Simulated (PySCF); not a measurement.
BCl, SMILES [B]Cl (connectivity only; charge and spin as stated), charge +1, multiplicity 2. Atoms are numbered in the order given.

```xyz
2

B      0.0000     0.0000    -1.2366
Cl     0.0000     0.0000     0.3637
```
Charge +1, spin multiplicity 2.

Geometry: B3LYP-D3(BJ)/def2-TZVPD.

Computed with CAM-B3LYP/def2-TZVPD (PySCF).

The molecule is in vacuum.

```
Property                                                            Value
------------------------------------------------  -----------------------
total energy                                           -484.63511 hartree
point group                                                           C∞v
α spin, highest occupied and lowest empty level       -18.94 and -8.82 eV
β spin, highest occupied and lowest empty level      -20.23 and -10.89 eV
dipole moment about the centre of nuclear charge                   2.87 D
mean static polarisability                           20.1 bohr³ (2.98 Å³)
polarisability, principal values                   17.6, 17.6, 25.1 bohr³
⟨S²⟩                                              0.755 (pure state 0.75)
```
